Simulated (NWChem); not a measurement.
Two isomers of C2H5BO3, each optimised at PBE0/def2-SVP with NWChem. Flexible species stand in one conformer each, which need not be the lowest. 

A: CB(O)C(=O)O
B: B1(OCO1)CO

### Question
Which is lower in energy, by how much, and how do their other properties compare?

### Answer
A is lower by 22.7 kcal/mol in electronic energy; with zero-point energies, B − A = 24.0 kcal/mol.
|  | A | B |
|---|---|---|
| highest occupied level (eV) | -7.93 | -7.58 |
| orbital gap (eV) | 6.65 | 8.47 |
| dipole (D) | 1.44 | 2.18 |
| highest harmonic frequency (cm⁻¹) | 3759 | 3885 |
| zero-point energy (kcal/mol) | 51.1 | 52.4 |
